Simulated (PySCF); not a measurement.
Excitation energy of Ge by level of theory

Ge [Ar] 3d10 4s2 4p2 (3P) → Ge [Ar] 3d10 4s2 4p1 4d1 (high-spin determinant), as a difference of total energies. All numbers are calculated (PySCF 2.14, scalar relativity through the core potential, in aug-cc-pVQZ-PP with ECP10MDF). Correlated levels: valence: 3s2 3p6 3d10 frozen. The calculations carry no spin-orbit coupling.

```json
{"method": "UHF", "excitation energy (eV)": "6.192"}
{"method": "LDA", "excitation energy (eV)": "6.028"}
{"method": "PBE", "excitation energy (eV)": "5.848"}
{"method": "PBE0", "excitation energy (eV)": "6.042"}
{"method": "r2SCAN", "excitation energy (eV)": "6.263"}
{"method": "HSE06", "excitation energy (eV)": "6.004"}
{"method": "M06-2X", "excitation energy (eV)": "6.059"}
{"method": "CAM-B3LYP", "excitation energy (eV)": "6.219"}
{"method": "M06", "excitation energy (eV)": "5.806"}
{"method": "MP2 (valence)", "excitation energy (eV)": "6.353"}
{"method": "SCS-MP2 (valence)", "excitation energy (eV)": "6.322"}
```

How much does correlation contribute at MP2 (valence)?

6.353 − (6.192) = 0.161 eV, measured against UHF.

The promoted electron is Rydberg-like, and one or two diffuse shells describe it only roughly, which tends to raise the upper state.

The determinant of the upper state mixes LS terms, which raises its energy above the lowest term, most at the Hartree-Fock and MP2 levels.
